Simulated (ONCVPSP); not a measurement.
## Al (Z = 13): excitation energies, all-electron against ONCV

Al, optimised norm-conserving Vanderbilt (ONCV), made with ONCVPSP 4.0.1 (PBE, scalar-relativistic). Core [Ne], reference 3s1.75 3p1.25. Waves: 3s: rc 2.20 bohr, ncon 4, nbas 8, qcut 3.1 1/bohr, 2 projectors, debl 0.7 Ha; 3p: rc 2.05 bohr, ncon 5, nbas 9, qcut 3.7 1/bohr, 2 projectors, debl 0.4 Ha; d scattering state at 0.46 Ha: rc 2.05 bohr, ncon 4, nbas 8, qcut 4.5 1/bohr, 2 projectors, debl 1.6 Ha. Local part: polynomial inside 1.60 bohr (lpopt 4, dvloc0 4 Ha). Core correction: none.

Energies are relative to the spin-unpolarised reference configuration 3s1.75 3p1.25; without spin polarisation the order of configurations can differ from experiment.

| valence configuration | charge | ΔE all-electron (eV) | error AE − PS (meV) |
| --- | --- | --- | --- |
| 3s2 3p1 | 0 | -1.267 | +0.3 |
| 3s1 3p0 | +2 | 23.720 | +8.2 |

Problem. What are ΔE and the potential's error for 3s2 3p0.5?

Solution. ΔE = 0.819 eV all-electron; the error (AE − PS) is -0.2 meV.

Problem. What are ΔE and the potential's error for 3s2 3p0?

Solution. ΔE = 4.495 eV all-electron; the error (AE − PS) is -2.8 meV.

Note: ghosts flagged at negative energy: p at -169.5 eV; no localised positive-energy state flagged. A true bound ghost makes a file unfit for plane-wave use.
